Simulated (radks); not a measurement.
Spherical quantum dot in the effective-mass picture: electrons in a hard-walled sphere of radius 2.31, with a point charge +2 (a donor) at the centre, all in effective atomic units (hartree* = m*/eps^2 hartree, bohr* = eps/m* bohr), one dielectric constant everywhere. Calculated with a radial shooting solver with Libxc functionals: non-relativistic Kohn-Sham, LDA (Slater exchange, Perdew-Wang correlation), spin-polarised, spherical densities. Levels are named by radial order and angular momentum (1s, 1p, 1d, 2s, ...), and open shells are averaged over m.

N = 7, configuration 1s2 1p(up 3, down 2). This is the lowest configuration that the search found. Occupied and some empty levels:

| level | occupation | eigenvalue (hartree*) | <r> (bohr*) |
|---|---|---|---|
| 1s up | 1 | 3.0187 | 0.9331 |
| 1s down | 1 | 3.0557 | 0.9273 |
| 1p up | 3 | 4.3460 | 1.382 |
| 1p down | 2 | 4.3940 | 1.383 |
| 2s up | 0 | 5.1539 | 1.170 |
| 2s down | 0 | 5.1864 | 1.174 |
| 1d up | 0 | 5.5371 | 1.519 |
| 1d down | 0 | 5.5845 | 1.519 |
| 1f up | 0 | 6.9546 | 1.604 |
| 1f down | 0 | 7.0005 | 1.605 |

Energy (hartree*): total 11.6611, kinetic 12.243, external -14.246, Hartree 17.399, exchange-correlation -3.7342.
